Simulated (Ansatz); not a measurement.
`[CH3][Al]([F])[O][GeH3]` + H₂O → `[CH3][Al]([OH])[F]` + `[OH][GeH3]`  (formal hydrolysis of the Al–O bond)

Isolated molecules relaxed with PBE0-D4/def2-TZVP in Ansatz; ΔE leaves out vibrations. CBS: MP2 limit from def2 TZ/QZ plus the TZ coupled-cluster correction, frozen cores. This one scheme is used for every species. Functionals use def2-TZVPP. B3LYP here is the variant with VWN-RPA as its local correlation; programs differ in this. For Ge outer-core shells are correlated without core-valence functions, which leaves a few kJ/mol of doubt a bond. Scalar relativity is left out up to krypton. Each species was taken in one conformer, which may not be the lowest.

`[CH3][Al]([F])[O][GeH3]`:

Z-matrix (Å, degrees):
```
C
Al 1 1.931
H 1 1.094 2 110.8
H 1 1.091 2 111.7 3 120.9
H 1 1.094 2 110.8 3 -118.2
F 2 1.654 1 119.3 3 58.6
O 2 1.676 1 122.9 3 -121.4
Ge 7 1.765 2 146.3 1 -179.9
H 8 1.539 7 108.7 2 -65.9
H 8 1.539 7 109.0 2 54.8
H 8 1.536 7 106.8 2 174.5
```

H₂O:

Cartesian coordinates in Å:
```
O -0.337 -0.193 0.028
H -0.202 0.757 0.067
H 0.539 -0.564 -0.095
```

`[CH3][Al]([OH])[F]`:

```xyz
8

C    -0.045   -0.265   -1.245
Al   -0.193    0.337    0.582
O     0.783   -0.328    1.789
F    -1.273    1.513    1.010
H    -0.287   -1.329   -1.322
H     0.980   -0.148   -1.610
H    -0.711    0.285   -1.912
H     0.747   -0.065    2.707
```

`[OH][GeH3]`:

Z-matrix (Å, degrees):
```
Ge
O 1 1.783
H 1 1.531 2 104.3
H 1 1.541 2 109.9 3 119.6
H 1 1.541 2 109.9 3 -119.6
H 2 0.959 1 112.7 3 180.0
```

(1) Is it downhill or uphill in electronic energy at CCSD(T)/CBS, and by how much? (Best estimate.)

(2) What do these levels give: PBE-D4, r2SCAN-D4, B3LYP-D4, ωB97X-V, B2PLYP, PBE0, B3LYP, HF/def2-TZVPP, SCS-MP2/def2-TZVPP, CCSD/def2-TZVPP, HF/def2-QZVPP, SCS-MP2/def2-QZVPP? (Estimate.)

Largest T1 diagnostic among the species: 0.012.

Results:

(1) Ansatz gave: Uphill: ΔE = +4.4 kcal/mol.

(2) The calculation gave: PBE-D4 2.7, r2SCAN-D4 3.2, B3LYP-D4 3.7, ωB97X-V 3.4, B2PLYP 3.3, PBE0 2.8, B3LYP 2.6, HF/def2-TZVPP 4.5, SCS-MP2/def2-TZVPP 4.3, CCSD/def2-TZVPP 4.4, HF/def2-QZVPP 4.7, SCS-MP2/def2-QZVPP 4.4 kcal/mol.

From PBE to PBE0 (25 % exact exchange), in def2-TZVPP and without D4, ΔE moves by +0.9 kcal/mol. The D4 term adds +1.1 kcal/mol with B3LYP and +0.7 kcal/mol with PBE0; it sums over pairs of atoms, weighted by their polarisabilities, and B3LYP, whose exchange is more repulsive, gets the larger term.
